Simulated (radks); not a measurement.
Neutral tin, configuration [Kr] 4d10 5s2 5p1 6p1 (not the ground configuration).

Method: Dirac Kohn-Sham, PBEsol, spin-unpolarised, spherical densities, finite nucleus; open shells are shared between the two j in proportion to 2j + 1; Fermi nuclear charge, rms radius 4.6519 fm; computed with a radial shooting solver on a logarithmic mesh with Libxc functionals.

Energy parts (hartree):
part                        energy
total                  -6175.91086
kinetic                 6502.21437
electron-nucleus      -14986.02871
Hartree                 2470.18733
exchange-correlation    -162.28385

Orbitals (lengths in bohr, moments of r in powers of bohr; r(90%) holds 90 % of the orbital's charge):
| orbital | occ. | eigenvalue (hartree) | r(90%) | small-component weight |
|---|---|---|---|---|
| 1s1/2 | 2 | -1065.101 | 0.0522 | 3.37e-02 |
| 2s1/2 | 2 | -160.9044 | 0.194 | 7.13e-03 |
| 2p1/2 | 2 | -150.3372 | 0.173 | 7.16e-03 |
| 2p3/2 | 4 | -141.8684 | 0.181 | 6.83e-03 |
| 3s1/2 | 2 | -31.18370 | 0.500 | 2.06e-03 |
| 3p1/2 | 2 | -26.88937 | 0.497 | 2.01e-03 |
| 3p3/2 | 4 | -25.34303 | 0.513 | 1.92e-03 |
| 3d3/2 | 4 | -17.74448 | 0.493 | 1.80e-03 |
| 3d5/2 | 6 | -17.42515 | 0.498 | 1.78e-03 |
| 4s1/2 | 2 | -5.08558 | 1.19 | 5.57e-04 |
| 4p1/2 | 2 | -3.65707 | 1.27 | 4.97e-04 |
| 4p3/2 | 4 | -3.37791 | 1.32 | 4.69e-04 |
| 4d3/2 | 4 | -1.14419 | 1.69 | 3.23e-04 |
| 4d5/2 | 6 | -1.10576 | 1.72 | 3.15e-04 |
| 5s1/2 | 2 | -0.53893 | 3.39 | 7.80e-05 |
| 5p1/2 | 0.333333 | -0.27616 | 4.27 | 5.03e-05 |
| 5p3/2 | 0.666667 | -0.25517 | 4.44 | 4.66e-05 |
| 6p1/2 | 0.333333 | -0.04287 | 13.3 | 4.66e-06 |
| 6p3/2 | 0.666667 | -0.04133 | 13.5 | 4.58e-06 |

The highest occupied level is 6p3/2 at -1.125 eV. Summed over all electrons, <r^2> = 145.2 bohr^2, which gives a Langevin (diamagnetic) susceptibility term of -115 x 10^-6 cm^3/mol. The electron density at the nucleus is 1.909e+05 e/bohr^3.
